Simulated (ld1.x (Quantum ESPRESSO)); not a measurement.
tellurium (Te), TM: configuration errors across variants

| Property | Result |
| --- | --- |
| Element | Te |
| Generator | ld1.x (Quantum ESPRESSO) 7.5 |
| Type | norm-conserving Troullier–Martins (Kleinman–Bylander form) |
| Functional | BP86 |
| Relativity | scalar-relativistic |
| Frozen core | [Kr] 4d10 |
| Valence charge | 6 |
| Reference configuration | 5s1.75 5p4.25 |
| Partial waves | 5s (bound): rc 1.75 bohr; 5p (bound): rc 2.20 bohr; 5d channel at 0.2 Ry: rc 1.80 bohr |
| Local potential | all-electron potential smoothed inside 1.50 bohr (lloc = -2) |
| Core correction | a·sin(br)/r model core inside 1.65 bohr |

All-electron excitation energies from the reference (eV): (1) 5s2 5p4 -2.302; (2) 5s2 5p3 7.556; (3) 5s2 5p2 25.636; (4) 5s1 5p4 17.423; (5) 5s2 5p1 52.721; (6) 5s2 5p3.5 1.658; (7) 5s0 5p6 16.466.

A true bound ghost makes a file unfit for plane-wave use even where its test errors are small: the radial tests pick states by their node count and pass the ghost by.

Errors AE − PS in meV (a dash: test not solved or not reliable):

| change | (1) | (2) | (3) | (4) | (5) | (6) | (7) | bound ghosts |
| --- | --- | --- | --- | --- | --- | --- | --- | --- |
| base | -0.2 | -1.0 | -1.5 | -3.1 | -14 | -1.1 | -22 | d |
| all radii but the core radius scaled by about 0.74 (s 1.30, p 1.64, d 1.34 bohr); local potential all-electron potential smoothed inside 1.12 bohr (lloc = -2) | +0.8 | +7.6 | +58 | +64 | +129 | -0.2 | +78 | s, d |
| all radii but the core radius scaled by about 0.89 (s 1.56, p 1.96, d 1.60 bohr); local potential all-electron potential smoothed inside 1.34 bohr (lloc = -2) | -0.8 | -3.1 | -27 | -11 | -119 | -1.2 | -24 | d, s |
| all radii but the core radius scaled by about 0.95 (s 1.66, p 2.10, d 1.72 bohr); local potential all-electron potential smoothed inside 1.44 bohr (lloc = -2) | 0.0 | -0.5 | +6.8 | +0.1 | +26 | -1.1 | -25 | d, s |
| all radii but the core radius scaled by about 1.12 (s 1.96, p 2.46, d 2.02 bohr); local potential all-electron potential smoothed inside 1.68 bohr (lloc = -2) | -0.2 | -1.7 | -10 | -4.7 | -52 | -1.0 | -16 | none |
| all radii but the core radius scaled by about 1.20 (s 2.10, p 2.62, d 2.16 bohr); local potential all-electron potential smoothed inside 1.80 bohr (lloc = -2) | -0.1 | -2.0 | -13 | -3.8 | -67 | -1.1 | -13 | none |
| all radii but the core radius scaled by about 1.23 (s 2.16, p 2.72, d 2.22 bohr); local potential all-electron potential smoothed inside 1.84 bohr (lloc = -2) | -0.1 | -2.1 | -14 | -3.1 | -71 | -1.1 | -13 | none |
| all radii but the core radius scaled by about 1.30 (s 2.28, p 2.86, d 2.34 bohr); local potential all-electron potential smoothed inside 1.96 bohr (lloc = -2) | -0.1 | -2.7 | -18 | -3.1 | -88 | -1.1 | -14 | none |
| all radii but the core radius scaled by about 1.39 (s 2.44, p 3.06, d 2.50 bohr); local potential all-electron potential smoothed inside 2.08 bohr (lloc = -2) | -0.2 | -3.5 | -24 | -3.3 | -111 | -1.5 | -20 | none |

(1) Give the same row for: all radii but the core radius scaled by about 0.85 (s 1.48, p 1.86, d 1.52 bohr); local potential all-electron potential smoothed inside 1.26 bohr (lloc = -2).

## Answers

(1) -0.5, -1.0, -8.2, -0.8, -65, -1.1, -19; bound ghosts: d, s.
